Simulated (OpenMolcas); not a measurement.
**Pm3+: effect of the metal basis and ligand basis**

Pm3+ with 6 ligands (bromide) in octahedral coordination (Oh) at 2.88 Å. A charge of +0.5 e stands 3.2 Å behind each ligand.

```yaml
Program: OpenMolcas 26.06
Method: CASSCF
Spin-orbit_coupling: RASSI with atomic mean-field integrals over the reference wave functions
```

Fixed: active space 4 electrons in 7 orbitals (4f), DKH2 Hamiltonian.

States (labels of O, the rotations of Oh). Energies in cm-1 above the lowest state or level, χT in cm3 K/mol; under a threefold ground state the first gap can be a small split of the lowest multiplet, not the spin-orbit step.

| Run | Metal basis | Ligand basis | Ground state | First state of that spin | First gap with spin-orbit (degeneracies) | Width of lowest J | χT at 300 K | Cost |
| --- | --- | --- | --- | --- | --- | --- | --- | --- |
| A | ANO-RCC-VDZP | ANO-RCC-VDZP | 5T2 | 5A1 18.5 | 107.8 (3, 1) | 132 | 0.977 | roughly 2.6 core-minutes |
| B | ANO-RCC-VTZP | ANO-RCC-VDZP | 5T2 | 5A1 12.5 | 119.7 (3, 1) | 138 | 0.974 | roughly 4 core-minutes |
| C | ANO-RCC-VTZP | ANO-RCC-VTZP | 5T2 | 5A1 21.2 | 116.3 (3, 1) | 144 | 0.973 | roughly 9 core-minutes |

Against A, the width of the lowest J multiplet changes by +4.5 % in B, +9.1 % in C.

Costs are those of the RASSCF and RASSI steps.

High states are left out of the spin-orbit mixing, which shifts the levels that they would mix with. Without dynamic correlation the ligand-field splitting of an f shell can come out too small, at times by half. No measured value stands beside these numbers; the geometry was imposed, not optimised, and the real ion may take another.
